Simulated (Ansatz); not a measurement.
## Pulling the pair apart

The pair of Li⁺ (SMILES [Li+], atom 1) and AsH3 (SMILES [AsH3], atoms 2–5), both closed shells, in one local arrangement (a lower one may exist), relaxed at PBE0-D4/def2-TZVP:

Li1  (-0.106, 0.072, -2.481)
As2  (0.003, -0.002, 0.076)
H3  (-0.895, 0.906, 0.869)
H4  (-0.306, -1.294, 0.779)
H5  (1.304, 0.319, 0.757)
(Å)

AsH3 is shifted rigidly along the line between the mean atom positions of the two fragments (negative: closer). Counterpoise interaction energies in kcal/mol. Ansatz 0.2.0; basis: def2-TZVPPD; cores frozen in the correlated methods. Filled d shells of the heavier atoms are correlated. The outer core shell of Li, Na, Mg and K is correlated. The def2 sets are not built for correlating such inner shells, so the correlated values are less sure here.

| shift (Å) | HF | PBE-D4 | MP2 |
| --- | --- | --- | --- |
| -0.26 | -20.72 | -22.77 | -20.25 |
| -0.13 | -23.77 | -25.06 | -22.87 |
| 0.00 | -24.91 | -25.71 | -23.75 |
| 0.13 | -24.83 | -25.32 | -23.53 |
| 0.31 | -23.51 | -23.79 | -22.14 |
| 0.64 | -19.53 | -20.44 | -18.26 |
| 1.28 | -12.18 | -12.95 | -11.28 |
| 2.56 | -4.81 | -4.73 | -4.41 |

**Question.** What does CCSD(T) give at these shifts? (An estimate is asked for; the value comes from the calculation.)

**Answer.** Computed: -20.24, -22.84, -23.71, -23.48, -22.07, -18.16, -11.16, -4.35 kcal/mol. For zero shift, CCSD(T) at an estimated basis limit (MP2 extrapolated from triple and quadruple zeta, plus CCSD(T) − MP2 in triple zeta) gives -23.98 kcal/mol. These are counterpoise interaction energies, counted from the two frozen fragments.

T1 diagnostic: at most 0.011.

For scale, one of the runs: CCSD(T)/def2-TZVPPD, 127 basis functions, launched by `ansatz run in.yaml --threads 2 --pin off --events-out ev --progress --plain --max-ram 5222MiB`. Time: 8 s of wall clock on 2 CPU threads; the host was shared. Peak host memory: 0.6 GiB.
